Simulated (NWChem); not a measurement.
System: InH₂O₂Br; SMILES [In]([OH])([Br])[OH]

Input file for NWChem:

```
start job
memory heap 200 mb stack 900 mb global 1100 mb
geometry units angstroms
  In     0.413585     0.564884    -0.008757
  Br    -1.057517    -1.400707    -0.000946
  O      0.103527     2.157334    -1.059002
  H      0.814063     2.779254    -0.890763
  O      2.020596     0.619251     1.081370
  H      2.190225    -0.160447     1.608201
end
basis spherical
  * library def2-svp
end
ecp
  In library def2-ecp
end
dft
  xc xpbe96 cpbe96
  disp vdw 4
  iterations 150
end
driver
  maxiter 120
end
task dft optimize
dft
  grid fine
  convergence energy 1d-8 density 1d-7
end
task dft freq numerical
```

This build's default masses of Se (78.918 u) and Br (79.917 u) are each other's, which moves their modes by up to 0.6 %. def2 effective core potentials on In; no spin-orbit coupling.

The level has its own optimisation; frequencies are unscaled.

Task: What results follow from this input? (PBE-D3(BJ)/def2-SVP with def2 effective core potentials on In.) Quantities: r Br–In (Å); r H–O (Å); highest harmonic frequency (cm⁻¹); lowest (cm⁻¹); zero-point energy (kcal/mol).

Result: 
```json
{
 "r Br–In (Å)": "2.492",
 "r H–O (Å)": "0.979",
 "highest harmonic frequency (cm⁻¹)": "3697",
 "lowest (cm⁻¹)": "85",
 "zero-point energy (kcal/mol)": "16.2"
}
```
